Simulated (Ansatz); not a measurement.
Stepwise reaction of `[OH][Al]([SH])[SH]` with ammonia, as a gas-phase model of exchange steps in deposition or etching. ΔE in kJ/mol; ΔG adds harmonic PBE0-D4 terms to CCSD(T)/CBS, at 1 bar.

Isolated molecules relaxed with PBE0-D4/def2-TZVP in Ansatz; ΔE leaves out vibrations. CCSD(T)/CBS adds triple-zeta CCSD(T) − MP2 to the extrapolated MP2 energy (def2 sets, frozen cores). This one scheme is used for every species. Functionals use def2-TZVPP. B3LYP here is the variant with VWN-RPA as its local correlation; programs differ in this. One conformer a species, not always the lowest.

| step | reaction | PBE-D4 | B3LYP-D4 | ωB97M-V | CCSD(T)/CBS | ΔG(400 K) |
| --- | --- | --- | --- | --- | --- | --- |
| 1 | `[OH][Al]([SH])[SH]` + NH₃ → `[NH2][Al]([OH])[SH]` + H₂S | 31.0 | 22.3 | 22.9 | 24.7 | 14.5 |
| 2 | `[NH2][Al]([OH])[SH]` + NH₃ → `[NH2][Al]([NH2])[OH]` + H₂S | 35.3 | 26.9 | 28.4 | 29.0 | 16.8 |

Question: By hand: ΔE of the 2 steps together at CCSD(T)/CBS.

Answer: (24.7) + (29.0) = 53.7 kJ/mol, or 26.9 kJ/mol a step.

In ΔE the steps differ by no more than 4.3 kJ/mol. All are uphill at CCSD(T)/CBS. ΔG lies between 14.5 and 16.8 kJ/mol a step. PBE-D4 differs from CCSD(T)/CBS by 6.3 to 6.3 kJ/mol a step. Isolated molecules leave out the surface, adducts and barriers. Largest T1 diagnostic: 0.012.
